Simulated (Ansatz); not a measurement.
Molecule: sum formula H2Si2OCl4, net charge 0, singlet state. SMILES: [SiH](O[SiH](Cl)Cl)(Cl)Cl
Structure (B3LYP-D3(BJ)/def2-TZVP (Ansatz, a quantum-chemistry and plane-wave program) minimum search):
```
O
Si 1 1.6248
Si 1 1.6248 2 145.80
H 3 1.4615 1 108.98 2 -158.43
H 2 1.4615 1 108.98 3 -158.43
Cl 2 2.0423 5 109.58 1 119.64
Cl 3 2.0423 4 109.58 1 119.64
Cl 2 2.0434 5 109.86 1 -120.20
Cl 3 2.0434 4 109.86 1 -120.20
```

Wanted: vertical triplet-singlet gap (E(triplet) - E(singlet); each state is the SCF solution reached for its spin; for the triplet the Hartree-Fock reference is unstable and T1 is 0.022), in kJ/mol. Correlated levels leave the core frozen unless marked. Open shells are spin-unrestricted. No spin-orbit coupling. No relativistic terms. CBS marks a two-point X^-3 extrapolation of the correlation energy; Hartree-Fock from the larger set. The program attaches cautions to a run behind CCSD(T)/aug-cc-pV(D+d)Z: other roots.

| level | program | vertical triplet-singlet gap (kJ/mol) |
|---|---|---|
| HF/aug-cc-pV(T+d)Z | Ansatz | 787.2 |
| HF/aug-cc-pV(Q+d)Z | Ansatz | 786.9 |
| SVWN5/def2-TZVPD | Ansatz | 663.0 |
| r2SCAN/def2-TZVPD | Ansatz | 712.0 |
| PBE0/def2-TZVPD | Ansatz | 731.6 |
| BHLYP/def2-TZVPD | Ansatz | 776.6 |
| CAM-B3LYP/def2-TZVPD | Ansatz | 762.4 |
| wB97M-V/def2-TZVPD | Ansatz | 785.9 |
| wB97X-V/def2-TZVPD | Ansatz | 797.0 |
| B2PLYP/def2-TZVPD | Ansatz | 765.9 |
| RI-MP2/aug-cc-pV(T+d)Z | Ansatz | 824.4 |
| RI-MP2/aug-cc-pV(Q+d)Z | Ansatz | 828.5 |
| RI-MP2/CBS(aug-cc-pV(T+d)Z,aug-cc-pV(Q+d)Z) | Ansatz | 832.3 |
| CCSD(T)/aug-cc-pV(D+d)Z | Ansatz | 779.6 |
